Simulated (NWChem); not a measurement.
System: C4H4O2; SMILES C1=COC=CO1

Here is an NWChem input.

```
start job
memory heap 200 mb stack 900 mb global 1100 mb
geometry units angstroms noautoz
  C      1.151846     0.665261     0.000000
  C      1.151846    -0.665261     0.000000
  O      0.000000    -1.441155     0.000000
  C     -1.151846    -0.665261     0.000000
  C     -1.151846     0.665261     0.000000
  O      0.000000     1.441155     0.000000
  H      2.053918     1.262040     0.000000
  H      2.053918    -1.262040     0.000000
  H     -2.053918    -1.262040     0.000000
  H     -2.053918     1.262040     0.000000
end
basis spherical
  * library def2-tzvp
end
dft
  xc xcamb88 1.00 lyp 0.81 vwn_5 0.19 hfexch 1.00
  cam 0.33 cam_alpha 0.19 cam_beta 0.46
  iterations 150
  semidirect filesize 400000000
  mulliken
end
task dft energy
```

NWChem printed, in part:

```
             Northwest Computational Chemistry Package (NWChem) 7.3.0
             --------------------------------------------------------

 D2H symmetry detected

                             Geometry "geometry" -> ""
                             -------------------------

 Output coordinates in angstroms (scale by  1.889725989 to convert to a.u.)

  No.       Tag          Charge          X              Y              Z
 ---- ---------------- ---------- -------------- -------------- --------------
    1 C                    6.0000     1.15184600     0.66526100     0.00000000
    2 C                    6.0000     1.15184600    -0.66526100     0.00000000
    3 O                    8.0000     0.00000000    -1.44115500     0.00000000
    4 C                    6.0000    -1.15184600    -0.66526100     0.00000000
    5 C                    6.0000    -1.15184600     0.66526100     0.00000000
    6 O                    8.0000     0.00000000     1.44115500     0.00000000
    7 H                    1.0000     2.05391800     1.26204000     0.00000000
    8 H                    1.0000     2.05391800    -1.26204000     0.00000000
    9 H                    1.0000    -2.05391800    -1.26204000     0.00000000
   10 H                    1.0000    -2.05391800     1.26204000     0.00000000

 Effective nuclear repulsion energy (a.u.)     225.8236959523

      Symmetry information
      --------------------

 Group name             D2h
 Group number             26
 Group order               8
 No. of unique centers     3

                                 NWChem DFT Module
                                 -----------------

 Summary of "ao basis" -> "ao basis" (spherical)
 ------------------------------------------------------------------------------
       Tag                 Description            Shells   Functions and Types
 ---------------- ------------------------------  ------  ---------------------
 C                         def2-tzvp                11       31   5s3p2d1f
 O                         def2-tzvp                11       31   5s3p2d1f
 H                         def2-tzvp                 4        6   3s1p

      Symmetry analysis of basis
      --------------------------

        ag         40
        au         14
        b1g        33
        b1u        18
        b2g        14
        b2u        40
        b3g        18
        b3u        33

            General Information
            -------------------
          SCF calculation type: DFT
          Wavefunction type:  closed shell.
          No. of atoms     :    10
          No. of electrons :    44
           Alpha electrons :    22
            Beta electrons :    22
          Charge           :     0
          Spin multiplicity:     1
          Use of symmetry is: on ; symmetry adaption is: on
          Maximum number of iterations: 150
          AO basis - number of functions:   210
                     number of shells:    82
          Convergence on energy requested:  1.00D-06
          Convergence on density requested:  1.00D-05
          Convergence on gradient requested:  5.00D-04

              XC Information
              --------------
                     Hartree-Fock (Exact) Exchange  1.000
                   CAM-Becke88 Exchange Functional  1.000
                      VWN V Correlation Functional  0.190 local
              Lee-Yang-Parr Correlation Functional  0.810

           Range-Separation Parameters
           ---------------------------
           Alpha           :  0.19
           Beta            :  0.46
           Gamma           :  0.33
           Short-Range HF  :     F

             Grid Information
             ----------------
          Grid used for XC integration:  medium
          Radial quadrature: Mura-Knowles
          Angular quadrature: Lebedev.
          Tag              B.-S. Rad. Rad. Pts. Rad. Cut. Ang. Pts.
          ---              ---------- --------- --------- ---------
          C                   0.70       49          11.0       434
          O                   0.60       49          10.0       434
          H                   0.35       45          12.0       434
          Grid pruning is: on
          Number of quadrature shells:   143
          Spatial weights used:  Erf1

      Superposition of Atomic Density Guess
      -------------------------------------

 Sum of atomic energies:        -302.25316410

      Non-variational initial energy
      ------------------------------

 Total energy =    -305.638740
 1-e energy   =    -858.392730
 2-e energy   =     326.930294
 HOMO         =      -0.198351
 LUMO         =       0.025950

      Symmetry analysis of molecular orbitals - initial
      -------------------------------------------------

  Numbering of irreducible representations:

     1 ag          2 au          3 b1g         4 b1u         5 b2g
     6 b2u         7 b3g         8 b3u

  Orbital symmetries:

     1 ag          2 b2u         3 ag          4 b3u         5 b2u
     6 b1g         7 ag          8 b2u         9 b3u        10 ag
    11 b1g        12 ag         13 b3u        14 b2u        15 b1u
    16 b2u        17 b3g        18 b3u        19 b1g        20 ag
    21 b2g        22 b1u        23 au         24 ag         25 b3g
    26 ag         27 b3u        28 b1g        29 b2u        30 b3u
    31 b2u        32 ag

     ---------------------------------------------
      Total Density - Mulliken Population Analysis
     ---------------------------------------------

[...]
```

Level: CAM-B3LYP/def2-TZVP. Structure relaxed at the B3LYP/6-31G* (spherical d) level.
